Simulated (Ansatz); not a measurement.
The same ligand exchange along the group F, Cl, Br.

Isolated molecules relaxed with PBE0-D4/def2-TZVP in Ansatz; ΔE leaves out vibrations. CCSD(T)/CBS adds triple-zeta CCSD(T) − MP2 to the extrapolated MP2 energy (def2 sets, frozen cores). This one scheme is used for every species. DFT in def2-TZVPP. For Br outer-core shells are correlated without core-valence functions, which leaves a few kJ/mol of doubt a bond. Scalar relativity is left out up to krypton. One conformer a species, not always the lowest.

```csv
reaction,MP2/CBS(def2) (kJ/mol),ωB97M-V (kJ/mol),CCSD(T)/def2-SVP (kJ/mol),CCSD(T)/CBS(def2) (kJ/mol)
`CO[Si]F` + H–F → `F[Si]F` + CH₃OH,-23,-31,-27,-27
`CO[Si]Cl` + HCl → `Cl[Si]Cl` + CH₃OH,24,24,27,24
`CO[Si]Br` + HBr → `Br[Si]Br` + CH₃OH,23,28,30,25
```

Largest T1 diagnostic: 0.015, for `F[Si]F`.
